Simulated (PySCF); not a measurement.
**Computed vibrations of [Tl(NH2)2]+**

[Tl(NH2)2]+ (singlet). PySCF 2.14.0, RKS PBE0, Tl def2-SVP with ECP60, N def2-SVP, H def2-SVP; non-relativistic Hamiltonian with scalar-relativistic core potentials where named; density fitting; no spin-orbit coupling. Central differences of gradients.

```xyz
7

Tl    0.0000    0.0000   -0.0232
N     2.0041   -0.1309    0.1859
H     2.4535   -0.4638   -0.6715
H     2.4137    0.7707    0.4453
N    -2.0041    0.1309    0.1859
H    -2.4535    0.4638   -0.6715
H    -2.4137   -0.7707    0.4453
```

Run from Python with OMP_NUM_THREADS=2. Where DIIS fails, smearing, a level shift and second-order steps follow.
It took 47 s on 2 threads of Arm Neoverse V1 (shared host).

Question: What are the harmonic wavenumbers and infrared intensities?

Answer: Modes are labelled in C2; negative numbers are unstable modes, those under 60 cm⁻¹ near the noise; a finer grid moves soft modes by up to 10 cm⁻¹.
| cm⁻¹ | km/mol | symmetry |
| --- | --- | --- |
| 146 | 0.3 | a |
| 167 | 16.4 | b |
| 225 | 38.5 | a |
| 487 | 24.8 | a |
| 596 | 80.3 | b |
| 717 | 51.8 | b |
| 736 | 89.1 | a |
| 936 | 6.2 | a |
| 942 | 11.0 | b |
| 1519 | 19.2 | b |
| 1526 | 12.0 | a |
| 3502 | 275.8 | b |
| 3506 | 5.5 | a |
| 3618 | 79.2 | a |
| 3618 | 96.4 | b |

Question: Is this a minimum?

Answer: Yes. Ideal gas at 298.15 K and 1 bar: S = 304.8 J/(mol K), Cp = 77.2 J/(mol K), H − H(0 K) = 16.5 kJ/mol (rigid rotor, harmonic modes, spin degeneracy alone).
